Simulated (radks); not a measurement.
Removal energies from the dysprosium ion Dy13+, [Kr] 4d10 4f(5/2: 5, 7/2: 0) 5s2, by Delta-SCF beside the eigenvalue of the level emptied. Method: Dirac Kohn-Sham, PBE, spin-unpolarised, spherical densities, finite nucleus; Fermi nuclear charge, rms radius of each element as measured or else 0.836 A^(1/3) + 0.57 fm; computed with a radial shooting solver on a logarithmic mesh with Libxc functionals. Sub-shells are occupied by j as written (lower j first in brackets).

removed from                             final configuration  Delta-SCF (eV)  -eigenvalue (eV)
4f5/2                       [Kr] 4d10 4f(5/2: 4, 7/2: 0) 5s2          272.31            255.95
5s1/2                       [Kr] 4d10 4f(5/2: 5, 7/2: 0) 5s1          275.12            264.84
4d5/2         [Kr] 4d(3/2: 4, 5/2: 5) 4f(5/2: 5, 7/2: 0) 5s2          426.48            409.36
4d3/2         [Kr] 4d(3/2: 3, 5/2: 6) 4f(5/2: 5, 7/2: 0) 5s2          433.97            416.67
